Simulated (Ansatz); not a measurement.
Reaction (redistribution): `C[CH2][Cd][Cl]` + `COB(F)Br` → `C[O][Cd][Cl]` + `CCB(F)Br`

Isolated molecules relaxed with PBE0-D4/def2-TZVP in Ansatz; ΔE leaves out vibrations. CCSD(T)/CBS is the MP2 limit (def2-TZVPP, def2-QZVPP) plus CCSD(T) − MP2 in def2-TZVPP, frozen cores. Functionals use def2-TZVPP. def2 core potentials past Kr. For Br, Cd outer-core shells are correlated without core-valence functions, which leaves a few kJ/mol of doubt a bond. Scalar relativity is left out up to krypton. Each species was taken in one conformer, which may not be the lowest.

`C[CH2][Cd][Cl]`:

Cartesian coordinates in Å:
```
C 0.483 -1.102 0.243
C 0.099 0.050 -0.675
Cd -0.852 1.671 0.288
Cl -1.888 3.436 1.334
H -0.386 -1.540 0.740
H 0.969 -1.905 -0.321
H 1.181 -0.792 1.024
H 0.978 0.464 -1.175
H -0.584 -0.283 -1.460
```

`COB(F)Br`:

Z-matrix (Å, degrees):
```
C
O 1 1.414
H 1 1.091 2 111.6
H 1 1.090 2 108.1 3 120.8
H 1 1.091 2 108.6 3 -120.9
B 2 1.330 1 126.9 3 7.7
Br 6 1.931 2 124.2 1 -0.4
F 6 1.318 2 118.6 1 179.7
```

`C[O][Cd][Cl]`:

```xyz
7

C    -0.680   -0.690   -0.658
O    -0.030   -0.639    0.582
Cd    1.038    0.906    1.150
Cl    2.300    2.608    1.948
H    -1.434    0.100   -0.786
H     0.010   -0.635   -1.512
H    -1.204   -1.651   -0.725
```

`CCB(F)Br`:

Cartesian coordinates in Å:
```
C 0.890 -0.349 0.845
C -0.434 0.171 0.296
B -0.542 0.212 -1.256
F 0.438 -0.183 -2.041
Br -2.135 0.847 -2.136
H 1.728 0.267 0.512
H 1.087 -1.369 0.511
H 0.892 -0.350 1.937
H -0.647 1.181 0.666
H -1.277 -0.426 0.667
```

CCSD(T)/CBS gives +1.21 eV.

(1) Another level gave +1.21 eV. Which?
A. r2SCAN0-D4/def2-TZVPP
B. r2SCAN-D4/def2-TZVPP
C. MP2/def2-TZVPP
D. HF/def2-TZVPP

Largest T1 diagnostic among the species: 0.016.

Results:

(1) B. r2SCAN-D4 1.21, HF/def2-TZVPP 1.15, r2SCAN0-D4 1.25, MP2/def2-TZVPP 1.35 eV.

At CCSD(T), def2-SVP lies +0.09 eV from the extrapolated value and def2-TZVPP +0.05 eV. In def2-TZVPP, CCSD(T) changes the Hartree–Fock value by +0.11 eV (the triples alone add +0.01 eV) and MP2 by +0.21 eV.
